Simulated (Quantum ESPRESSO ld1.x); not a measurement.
Coulomb parameter of the 4d shell of the rhodium ion Rh+ in the model configuration [Kr] 4d6.5 5p1.5, as a second difference U = [E(n + 0.25) + E(n - 0.25) - 2 E(n)] / (0.25)^2 with all orbitals relaxed. "Bare": the charge of the atom changes with n. "Screened": the 5p shell takes up the change at fixed total charge, which measures U(4d,4d) + U(5p,5p) - 2 U(4d,5p). Method: scalar-relativistic Kohn-Sham, PBE, spin-unpolarised, spherical densities, point nucleus; computed with ld1.x of Quantum ESPRESSO 7.5.

case                 configuration  E - E(n) (eV)
start             [Kr] 4d6.5 5p1.5          0.000
bare +0.25       [Kr] 4d6.75 5p1.5         -4.703
bare -0.25       [Kr] 4d6.25 5p1.5          5.441
screened +0.25  [Kr] 4d6.75 5p1.25         -2.827
screened -0.25  [Kr] 4d6.25 5p1.75          3.017

U(bare) = 11.804 eV, U(screened by 5p) = 3.042 eV, against the Slater integral F0(4d,4d) = 17.269 eV with frozen orbitals.
